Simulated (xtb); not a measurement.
Al(Me)(OMe)(NH2) (C₂H₈AlNO), SMILES C[O][Al]([CH3])[NH2]. All values are semi-empirical tight-binding results from xtb (GFN2-xTB unless named), good for trends rather than for accurate numbers. Coordinates come from a GFN2-xTB optimisation. Other conformers were not sampled.

Optimised geometry:

Bonded distances (Å): Al1–C2 1.993, Al1–O6 1.654, Al1–N11 1.784, C2–H3 1.091, C2–H4 1.089, C2–H5 1.091, O6–C7 1.393, C7–H8 1.094, C7–H9 1.094, C7–H10 1.094, N11–H12 1.009, N11–H13 1.011. Angles (°): C2–Al1–O6 118.4, C2–Al1–N11 122.5, O6–Al1–N11 119.1, Al1–C2–H3 111.9, Al1–C2–H4 111.2, Al1–C2–H5 111.5, H3–C2–H4 108.1, H3–C2–H5 106.7, H4–C2–H5 107.2, Al1–O6–C7 178.8, O6–C7–H8 110.3, O6–C7–H9 110.2, O6–C7–H10 110.2, H8–C7–H9 108.7, H8–C7–H10 108.7, H9–C7–H10 108.7, Al1–N11–H12 125.9, Al1–N11–H13 125.3, H12–N11–H13 108.9.
Charge 0, spin multiplicity 1.

For metal compounds this method's bond lengths and energies can be far off.

Question: Estimate the properties. (The exact figures need the calculation; the answer reports its results.)

Answer: 
```
Quantity                                      Result
-------------------------------------  -------------
orbital gap                                  4.22 eV
zero-point energy                      62.1 kcal/mol
G − E(el) at 298.15 K (modified RRHO)  40.7 kcal/mol
```

Computed atomic charges and the Wiberg bond orders between heavy atoms:
charges (e) Al1 0.31, C2 -0.19, H3 0.06, H4 0.04, H5 0.05, O6 -0.34, C7 0.05, H8 0.03, H9 0.04, H10 0.03, N11 -0.41, H12 0.16, H13 0.17. Bond orders Al1–C2 1.01, Al1–O6 1.31, O6–C7 0.98, Al1–N11 1.27.
